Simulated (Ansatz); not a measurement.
A set of 12 reactions (hydrogenolysis), with CCSD(T)/CBS values in kJ/mol:

| reaction | ΔE |
| --- | --- |
| `C=CB(S)Cl` + H₂ → `SBCl` + `C=C` | 3.6 |
| `B[SiH](C)CC` + H₂ → `B[SiH](C)C` + CH₄ | -78.0 |
| `C#C[SiH](Cl)OC` + H₂ → `CO[SiH2]Cl` + `C#C` | 24.3 |
| `CCNCN` + H₂ → `CCNC` + NH₃ | -83.0 |
| `FC[SiH2]O[SiH3]` + H₂ → `FC[SiH3]` + `O[SiH3]` | 93.4 |
| `N=COCN` + H₂ → `COC=N` + NH₃ | -95.8 |
| `CBBC` + H₂ → `BC` + `BC` | -27.7 |
| `O[SiH](O)N[SiH](O)Cl` + H₂ → `O[SiH2]N[SiH](O)O` + HCl | 96.6 |
| `OCBF` + H₂ → `CBF` + H₂O | -130.3 |
| `C[CH2][Ga]([OH])[OH]` + H₂ → `[OH][GaH][OH]` + `CC` | -30.5 |
| `C#CCCCCCCC` + H₂ → `C#CCCCCC` + `CC` | -60.2 |
| `C=CC(=C)F` + H₂ → `C=CC=C` + H–F | -90.8 |

Calculated with Ansatz (gas phase, PBE0-D4/def2-TZVP geometries, no zero-point term in ΔE). CCSD(T)/CBS adds triple-zeta CCSD(T) − MP2 to the extrapolated MP2 energy (def2 sets, frozen cores). Small cases extrapolate CCSD(T) itself. Functionals use def2-TZVPP. B3LYP here is the variant with VWN-RPA as its local correlation; programs differ in this. For Ga outer-core shells are correlated without core-valence functions, which leaves a few kJ/mol of doubt a bond. Scalar relativity is left out up to krypton. One conformer a species, not always the lowest.

Give the mean, mean absolute and largest difference (level minus CCSD(T)/CBS, kJ/mol) for: PBE-D4, r2SCAN-D4, PBE0-D4, ωB97X-V, ωB97M-V, B2PLYP, PBE0, B3LYP, HF/def2-TZVPP, MP2/def2-TZVPP, CCSD/def2-TZVPP, CCSD(T)/def2-TZVPP, HF/def2-QZVPP, MP2/CBS(def2). (Estimate.)

Computed: 
```csv
level,mean,mean absolute,largest
PBE-D4,4.7,7.6,19.8
r2SCAN-D4,4.3,6.6,22.2
PBE0-D4,0.7,4.7,11.5
ωB97X-V,0.5,5.1,17.2
ωB97M-V,0.5,3.9,14.9
B2PLYP,-4.1,5.9,-12.4
PBE0,-4.2,7.2,-16.3
B3LYP,-7.5,10.3,-18.4
HF/def2-TZVPP,-17.9,18.0,-35.9
MP2/def2-TZVPP,2.0,3.1,7.6
CCSD/def2-TZVPP,-5.3,5.5,-11.0
CCSD(T)/def2-TZVPP,-1.2,2.4,-5.9
HF/def2-QZVPP,-17.9,18.1,-36.9
MP2/CBS(def2),3.2,4.9,9.4
```

The largest T1 diagnostic in the set is 0.015, for `[OH][GaH][OH]` (customary mark 0.02).

CCSD(T)/CBS is a level of theory with its own doubt, and the functionals carry their triple-zeta basis error, so these figures describe this set and don't rank the functionals.
